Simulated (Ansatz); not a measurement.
Computed with Ansatz on PBE0-D4/def2-TZVP structures; ΔE is electronic, products minus reactants. CBS: MP2 limit from def2 TZ/QZ plus the TZ coupled-cluster correction, frozen cores. This one scheme is used for every species, atoms too. Open shells (•) are unrestricted, without spin–orbit coupling. Spin–orbit coupling would lower the free atoms: a little for B, C, Cl, O, S. One conformer a species, not always the lowest.

Reaction (atomization): `CC(C)OB(S)Cl` → B• + 3 C• + Cl• + 8 H• + O• + S•

```
             level  ΔE (kJ/mol)
SCS-MP2/def2-TZVPP       5832.9
SCS-MP2/def2-QZVPP       5923.1
```

Question: What does CCSD(T)/CBS give? (Estimate.)

Answer: Computed: +5910.3 kJ/mol. The listed levels differ from it by -77.4, 12.8 kJ/mol.

Largest T1 diagnostic among the species: 0.014.

In def2-TZVPP, CCSD(T) changes the Hartree–Fock value by +1361.5 kJ/mol (the triples alone add +89.5 kJ/mol) and MP2 by +1477.3 kJ/mol; breaking electron pairs costs correlation energy, which Hartree–Fock lacks. From PBE to PBE0 (25 % exact exchange), in def2-TZVPP and without D4, ΔE moves by −86.3 kJ/mol: exact exchange takes away binding that semilocal exchange gives to molecules. The D4 term adds +59.1 kJ/mol with B3LYP and +31.6 kJ/mol with PBE0; it sums over pairs of atoms, weighted by their polarisabilities, and B3LYP, whose exchange is more repulsive, gets the larger term.

B3LYP here is the variant with VWN-RPA as its local correlation; programs differ in this.

For atomizations the MP2-based limit and the directly extrapolated one differ by several kJ/mol either way, and by 10 to 25 for some Ge, Se and Sn compounds, so smaller differences from it don't rank the levels.
